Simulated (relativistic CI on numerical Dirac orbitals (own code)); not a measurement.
**Level scheme of Tm49+**

Calculated at this level of theory: Dirac-Coulomb-Breit CI, KLI orbitals optimised for each configuration, QED by a radiative potential, unscaled Slater integrals (own radial code, finite nucleus).

Configurations in the expansion (outside the closed core [Ne]): 3s²3p⁶3d², 3s²3p⁵3d³, 3s3p⁶3d³, 3s²3p⁶3d4s, 3s²3p⁶3d4p, 3s²3p⁶3d4d, 3s²3p⁵3d²4s, 3s²3p⁶3d4f, 3s²3p⁵3d²4p, 3s²3p⁵3d²4d, 3p⁶3d⁴, 3p⁵3d⁵, 3p⁵3d⁴4s, 3p⁶3d³4s, 3p⁵3d³4s². Double excitations out of closed p, d and f shells are left out; levels of such configurations are missing from the list, as are those of other unlisted configurations, and high levels can miss mixing partners. These lack a partner that the ground configuration has and come out too high: 3s²3p⁵3d²4p, 3s²3p⁵3d²4d.

The lowest level is 3s²3p⁶3d² ³F2, with 75 % of that term; Hund's rules for 3s²3p⁶3d² give ³F with J = 2, in agreement.

```csv
No.,Configuration,Term,J,E (eV),%,Landé g,jj configuration (%)
1,3s²3p⁶3d²,³F,2,0.000,75,0.755,3d3/2^2 (99)
2,3s²3p⁶3d²,³P,0,21.523,72,,3d3/2^2 (98)
3,3s²3p⁶3d²,³F,3,51.096,100,1.073,3d3/2 3d5/2 (100)
4,3s²3p⁶3d²,³P,2,60.971,49,1.169,3d3/2 3d5/2 (99)
5,3s²3p⁶3d²,¹G,4,63.817,66,1.075,3d3/2 3d5/2 (97)
6,3s²3p⁶3d²,³P,1,65.285,100,1.491,3d3/2 3d5/2 (100)
7,3s²3p⁶3d²,³F,4,110.166,66,1.155,3d5/2^2 (97)
8,3s²3p⁶3d²,³P,2,117.539,48,1.212,3d5/2^2 (100)
9,3s²3p⁶3d²,¹S,0,141.232,72,,3d5/2^2 (98)
10,3s²3p⁵3d³,³D°,2,247.372,26,1.093,3p3/2^3 3d3/2^3 (95)
11,3s²3p⁵3d³,⁵D°,1,251.177,31,0.988,3p3/2^3 3d3/2^3 (90)
12,3s²3p⁵3d³,⁵D°,0,255.462,57,,3p3/2^3 3d3/2^3 (93)
13,3s²3p⁵3d³,³F°,3,257.567,24,1.050,3p3/2^3 3d3/2^3 (96)
14,3s²3p⁵3d³,⁵F°,3,290.490,38,1.282,3p3/2^3 3d3/2^2 3d5/2 (95)
15,3s²3p⁵3d³,⁵G°,4,295.608,35,1.201,3p3/2^3 3d3/2^2 3d5/2 (95)
16,3s²3p⁵3d³,⁵S°,2,296.786,32,1.604,3p3/2^3 3d3/2^2 3d5/2 (94)
17,3s²3p⁵3d³,³F°,2,299.287,39,1.053,3p3/2^3 3d3/2^2 3d5/2 (95)
18,3s²3p⁵3d³,⁵D°,1,301.331,40,0.937,3p3/2^3 3d3/2^2 3d5/2 (96)
19,3s²3p⁵3d³,³G°,5,303.333,29,1.163,3p3/2^3 3d3/2^2 3d5/2 (94)
20,3s²3p⁵3d³,³G°,3,304.171,42,1.025,3p3/2^3 3d3/2^2 3d5/2 (96)
21,3s²3p⁵3d³,³H°,6,304.931,44,1.120,3p3/2^3 3d3/2^2 3d5/2 (98)
22,3s²3p⁵3d³,³P°,0,305.209,43,,3p3/2^3 3d3/2^2 3d5/2 (91)
23,3s²3p⁵3d³,³F°,4,305.278,32,1.109,3p3/2^3 3d3/2^2 3d5/2 (96)
24,3s²3p⁵3d³,³G°,4,311.137,35,1.088,3p3/2^3 3d3/2^2 3d5/2 (96)
25,3s²3p⁵3d³,³G°,3,312.971,24,1.163,3p3/2^3 3d3/2^2 3d5/2 (94)
26,3s²3p⁵3d³,³D°,2,312.972,32,1.203,3p3/2^3 3d3/2^2 3d5/2 (96)
27,3s²3p⁵3d³,³S°,1,313.669,34,1.646,3p3/2^3 3d3/2^2 3d5/2 (96)
28,3s²3p⁵3d³,³G°,5,318.855,32,1.084,3p3/2^3 3d3/2^2 3d5/2 (96)
29,3s²3p⁵3d³,⁵D°,4,328.187,37,1.253,3p3/2^3 3d3/2^2 3d5/2 (88)
30,3s²3p⁵3d³,³P°,2,332.442,32,1.253,3p3/2^3 3d3/2^2 3d5/2 (92)
31,3s²3p⁵3d³,³D°,3,340.126,32,1.193,3p3/2^3 3d3/2^2 3d5/2 (86)
32,3s²3p⁵3d³,³D°,1,340.612,36,0.817,3p3/2^3 3d3/2^2 3d5/2 (91)
33,3s²3p⁵3d³,³F°,2,343.789,48,0.824,3p3/2^3 3d3/2^2 3d5/2 (92)
34,3s²3p⁵3d³,³G°,4,345.633,28,1.207,3p3/2^3 3d3/2 3d5/2^2 (93)
35,3s²3p⁵3d³,³G°,3,345.651,59,0.916,3p3/2^3 3d3/2^2 3d5/2 (93)
36,3s²3p⁵3d³,⁵G°,5,349.465,35,1.201,3p3/2^3 3d3/2 3d5/2^2 (93)
37,3s²3p⁵3d³,³D°,2,350.715,32,1.171,3p3/2^3 3d3/2 3d5/2^2 (98)
38,3s²3p⁵3d³,⁵G°,6,352.689,52,1.180,3p3/2^3 3d3/2 3d5/2^2 (95)
39,3s²3p⁵3d³,³G°,3,358.636,25,1.148,3p3/2^3 3d3/2 3d5/2^2 (95)
40,3s²3p⁵3d³,³G°,5,359.326,32,1.154,3p3/2^3 3d3/2 3d5/2^2 (95)
41,3s²3p⁵3d³,³P°,1,359.617,64,1.462,3p3/2^3 3d3/2 3d5/2^2 (91)
42,3s²3p⁵3d³,³I°,7,359.907,100,1.133,3p3/2^3 3d3/2 3d5/2^2 (100)
43,3s²3p⁵3d³,³D°,2,360.084,32,1.348,3p3/2^3 3d3/2 3d5/2^2 (93)
44,3s²3p⁵3d³,³F°,4,361.386,40,1.176,3p3/2^3 3d3/2 3d5/2^2 (93)
45,3s²3p⁵3d³,³D°,3,365.212,40,1.263,3p3/2^3 3d3/2 3d5/2^2 (92)
```

Energies count from the lowest computed level; ° marks odd parity. Filled j subshells are mostly left out of the jj labels.

The mean weight of the leading LS term, summed over parents, in these 45 levels is 45 %, and that of the leading jj configuration (from the same eigenvectors) 95 %, so jj coupling describes them better and the LS labels are nominal.

At this charge energies of transitions that change n are usually good to better than 1 %, and those within a shell (Δn = 0) to a few per cent.

LS names give the leading component of a level, which can be under half, so a name can repeat, a term be missing and a line seem to break the LS rules.
